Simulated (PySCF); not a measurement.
These 2 structures share the formula C3H7O3S (doublet state). Theory: PySCF, PBE0-D3(BJ)/def2-SVP geometry optimisation, gas phase. Energies are electronic, without zero-point or thermal terms, for one conformer each. No frequencies were run at this level. Point groups hold within 0.08 Å. The open-shell SCF solutions weren't tested for stability.

Problem. Order them by energy at this level, lowest first, and give relative energies in kJ/mol.
A. `[CH3:1][C:2]([CH3:3])[S:4](=[O:5])(=[O:6])[OH:7]` (doublet state) with C1–C2–S4–O5 -35°, C2–S4–O7–H -114°
B. `[CH2:1][C@H:2]([CH3:3])[S:4](=[O:5])(=[O:6])[OH:7]` (doublet state) with H–C1–C2–C3 31° and -162°, C1–C2–S4–O5 -49°, C2–S4–O7–H 115°

Solution. A (0.0), B (25.8).

Both arise from one parent by loss of a hydrogen atom (C[C](C)S(=O)(=O)O: H removed from sp3 C; [CH2][C@H](C)S(=O)(=O)O: H removed from sp3 C), so the differences are those of the electronic X–H dissociation energies at this level.

```json
{"SMILES": "C[C](C)S(=O)(=O)O", "E (Eh)": "-741.39587", "E rel (kJ/mol)": "0.0", "dipole (D)": "4.10", "point group": "C1", "A, B, C (MHz)": "3063, 2091, 1693", "⟨S²⟩": "0.755"}
{"SMILES": "[CH2][C@H](C)S(=O)(=O)O", "E (Eh)": "-741.38605", "E rel (kJ/mol)": "25.8", "dipole (D)": "3.65", "point group": "–", "A, B, C (MHz)": "3107, 2128, 1773", "⟨S²⟩": "0.755"}
```

Problem. How do the relative energies change in single points at B3LYP/IGLO-III on C O S, pcH-1 on H (no added dispersion term) on the same geometries?

Solution. 
```csv
SMILES,PBE0-D3(BJ)/def2-SVP (kJ/mol),"B3LYP/IGLO-III on C O S, pcH-1 on H (kJ/mol)",shift
C[C](C)S(=O)(=O)O,0.0,0.0,0.0
[CH2][C@H](C)S(=O)(=O)O,25.8,28.2,+2.4
```

Each column counts from its own lowest isomer. The order is unchanged; the largest shift is 2.4 kJ/mol.

Problem. As an exercise, what shares would exp(−E/RT) give at 1000 K from these electronic energies alone (no entropy, no degeneracies)?

Solution. RT = 8.314 kJ/mol: C[C](C)S(=O)(=O)O 95.7 %, [CH2][C@H](C)S(=O)(=O)O 4.3 %.
